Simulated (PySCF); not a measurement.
Isomers of C4H11PSi2, mass 146.014 u with the commonest isotopes. Method used: wB97X-D/def2-SVPD in PySCF (dipole) on a GFN2-xTB geometry, gas phase. One conformer each, none proved a minimum here; rigid rotors.

Question: Order these by out-of-plane moment Σ m c² = (Ia + Ib − Ic)/2, smallest first.
A. `[CH:1]#[C:2][Si@@:3]([SiH3:4])([PH2:5])[CH2:6][CH3:7]` with C2–Si3–P5–H -65° and 27°, C2–Si3–C6–C7 -176°
B. `[CH:1]#[C:2][C@@H:3]([CH3:4])[SiH2:5][SiH2:6][PH2:7]` with C2–C3–Si5–Si6 54°, C3–Si5–Si6–P7 160°, Si5–Si6–P7–H -47° and 45°
C. `[CH3:1][SiH2:2][P:3]1[C:4]([CH3:5])=[C:6]1[SiH3:7]` with C1–Si2–P3–C4 179°

Answer: B (20.24 u·Å²), C (59.44 u·Å²), A (175.98 u·Å²).

Question: Order these by rotational constant A, largest first.
A. `[CH3:1][SiH2:2][P:3]1[C:4]([CH3:5])=[C:6]1[SiH3:7]` with C1–Si2–P3–C4 179°
B. `[CH:1]#[C:2][Si@@:3]([SiH3:4])([PH2:5])[CH2:6][CH3:7]` with C2–Si3–P5–H -65° and 27°, C2–Si3–C6–C7 -176°
C. `[CH:1]#[C:2][C@@H:3]([CH3:4])[SiH2:5][SiH2:6][PH2:7]` with C2–C3–Si5–Si6 54°, C3–Si5–Si6–P7 160°, Si5–Si6–P7–H -47° and 45°

Answer: C (2929 MHz), A (1829 MHz), B (1193 MHz).

Question: Order these by rotational constant B, smallest first.
A. `[CH3:1][SiH2:2][P:3]1[C:4]([CH3:5])=[C:6]1[SiH3:7]` with C1–Si2–P3–C4 179°
B. `[CH:1]#[C:2][C@@H:3]([CH3:4])[SiH2:5][SiH2:6][PH2:7]` with C2–C3–Si5–Si6 54°, C3–Si5–Si6–P7 160°, Si5–Si6–P7–H -47° and 45°
C. `[CH:1]#[C:2][Si@@:3]([SiH3:4])([PH2:5])[CH2:6][CH3:7]` with C2–Si3–P5–H -65° and 27°, C2–Si3–C6–C7 -176°

Answer: B (618.7 MHz), A (878.5 MHz), C (1087 MHz).

```
                   SMILES  point group  Ia (u·Å²)  Ib (u·Å²)  Ic (u·Å²)      κ  μa (D)  μb (D)  μc (D)
   C[SiH2]P1C(C)=C1[SiH3]           C1     276.27     575.24     732.63  -0.67    0.82    0.62    1.02
   C#C[Si@@]([SiH3])(P)CC           C1     423.66     464.82     536.52   0.16    0.50    0.14    0.73
C#C[C@@H](C)[SiH2][SiH2]P           C1     172.57     816.82     948.91  -0.93    1.06    0.96    0.17
```
